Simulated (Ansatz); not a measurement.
## A ladder of methods for AlI (SMILES [Al][I])

AlI has 2 atoms, charge 0, and is taken as a singlet. As SMILES, `[Al][I]`. The bond length is the measured one.

```jsonl
{"atom": "Al", "x (Å)": "0.0000", "y (Å)": "0.0000", "z (Å)": "0.0000"}
{"atom": "I", "x (Å)": "0.0000", "y (Å)": "0.0000", "z (Å)": "2.5371"}
```

Each level gives the energy change with the Al1–I2 bond stretched from 2.537 to 6.343 Å (eV). The values are calculated.

```csv
level,kind,program,value (eV),less FCI/STO-3G
BLYP/STO-3G (restricted),GGA,Ansatz,4.26,-0.58
PBE/STO-3G (restricted),GGA,Ansatz,4.45,-0.39
B3LYP/STO-3G (restricted),global hybrid,Ansatz,4.66,-0.18
BHLYP/STO-3G (restricted),global hybrid,Ansatz,5.01,+0.17
wB97X/STO-3G (restricted),range-separated hybrid,Ansatz,5.23,+0.39
B2PLYP/STO-3G (restricted),double hybrid,Ansatz,4.66,-0.18
CCSDT/STO-3G (restricted),coupled cluster or CI,Ansatz,4.84,0.00
CCSDTQ/STO-3G (restricted),coupled cluster or CI,Ansatz,4.84,0.00
FCI/STO-3G,exact in the basis,Ansatz,4.84,0.00
```

FCI/STO-3G is exact within its basis and frozen core, so for wave-function methods in that basis the difference is their error; functionals converge differently with the basis, so for them it is only a difference. All-electron rows without a relativistic Hamiltonian named are non-relativistic. The first shape isn't each level's own minimum. The values span 4.26 to 5.23 eV. All rows use very small basis sets, so none should be taken for the real molecule's value. In the correlated wave-function rows the outer d shell of I is correlated, in sets not made for it.
